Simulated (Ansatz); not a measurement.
FH3Sb2, SMILES `[F][SbH][SbH2]`, relaxed with RKS PBE0-D4/def2-TZVP in Ansatz 0.2.0 from a PBE-D4/def2-SVP geometry. The force threshold is 0.005 eV/Å; the program also tests the step.

The species carries charge 0 and has multiplicity 1. Sb: def2 effective core potential.

Start:

```xyz
6

F     1.393    1.522    0.411
Sb    1.487   -0.317   -0.289
Sb   -1.288   -1.016    0.032
H     1.125    0.127   -1.941
H    -1.074   -0.995    1.754
H    -1.642    0.678    0.033
```

(1) By how much does the energy fall, and how many steps does the optimiser take? (Estimate.)

(2) Which bonds change most? (Best estimate.)

(3) Give the relaxed structure. (Best estimate.)

## Answers

(1) The calculation gave: 4.54 kJ/mol, in 6 steps, 2 of them rejected.

(2) Computed: Sb2–Sb3 from 2.880 to 2.835 Å; F1–Sb2 from 1.970 to 1.926 Å; Sb2–H4 from 1.749 to 1.718 Å; Sb3–H5 from 1.735 to 1.708 Å.

(3) Ansatz gave: 
```xyz
6

F     1.380    1.459    0.411
Sb    1.472   -0.328   -0.301
Sb   -1.258   -1.004    0.053
H     1.107    0.172   -1.904
H    -1.051   -0.951    1.747
H    -1.650    0.654   -0.007
```
